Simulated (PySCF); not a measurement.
**Field gradients at the hydrogen positions**

Species: C9H18Si.
Cartesian coordinates in Å at the PBE0-D3(BJ)/def2-SVP level; atoms count from 1:
```
atom  x, y, z in Å
C1    -1.2822   -1.9329    1.1983
C2    -1.3286   -0.9050    0.0771
C3    -2.4709    0.1161    0.2052
C4    -2.2187    1.2744   -0.7630
C5    -0.7831    1.7844   -0.5550
Si6    0.2047    0.2083   -0.1657
C7     1.4904   -0.3645   -1.4447
C8     2.6977   -0.7801   -0.5894
C9     2.8123    0.1845    0.5958
C10    1.4395    0.2860    1.2792
H11   -2.2234   -2.5042    1.2678
H12   -0.4676   -2.6609    1.0555
H13   -1.1218   -1.4520    2.1774
H14   -1.4623   -1.4357   -0.8855
H15   -2.4894    0.5078    1.2400
H16   -3.4571   -0.3498    0.0343
H17   -2.9682    2.0735   -0.6397
H18   -2.3303    0.9023   -1.7971
H19   -0.7404    2.4535    0.3221
H20   -0.4058    2.3626   -1.4123
H21    1.1421   -1.1672   -2.1127
H22    1.7572    0.4914   -2.0892
H23    3.6328   -0.8139   -1.1727
H24    2.5375   -1.8020   -0.2005
H25    3.1088    1.1790    0.2165
H26    3.6055   -0.1298    1.2944
H27    1.3421    1.1781    1.9165
H28    1.2766   -0.5892    1.9326
```

Level: PBE0/pcSseg-1 (PySCF, non-relativistic); Q(2H) = 0.00286 b; rigid geometry, the same for H and D, with no vibrational averaging.

Question: Rank these positions by the coupling χzz of a deuteron there, largest first.
A. H24 (methylene hydrogen)
B. H27 (methylene hydrogen)
C. H26 (methylene hydrogen)

Answer: B (201 kHz), C (194 kHz), A (190 kHz).

Question: What are Vzz, η and χzz (234.96 MHz × Q × Vzz) at all hydrogens?

Answer: 
```csv
atom,bonded to,bond length (Å),Vzz (au),η,χzz (kHz)
H11,C1,1.103,0.2890,0.02,194
H12,C1,1.102,0.2919,0.02,196
H13,C1,1.103,0.2892,0.02,194
H14,C2,1.107,0.2836,0.05,191
H15,C3,1.107,0.2800,0.01,188
H16,C3,1.104,0.2871,0.01,193
H17,C4,1.102,0.2892,0.01,194
H18,C4,1.105,0.2831,0.01,190
H19,C5,1.104,0.2925,0.04,197
H20,C5,1.101,0.2994,0.04,201
H21,C7,1.101,0.2994,0.04,201
H22,C7,1.104,0.2923,0.04,196
H23,C8,1.103,0.2891,0.01,194
H24,C8,1.105,0.2827,0.01,190
H25,C9,1.105,0.2828,0.01,190
H26,C9,1.103,0.2890,0.01,194
H27,C10,1.101,0.2998,0.04,201
H28,C10,1.104,0.2917,0.04,196
```

Question: Give the 2H NMR doublet splittings at H14 for a magnetic field along the z, y and x axes of the gradient: 3χ/2, 3χ(1 + η)/4, 3χ(1 − η)/4.

Answer: With |χ| = 190.6 kHz and η = 0.047: 286, 150 and 136 kHz, to first order and without motion.

Geometry: PBE0-D3(BJ)/def2-SVP, one conformer, isolated molecule. The small basis limits the accuracy of the gradients.
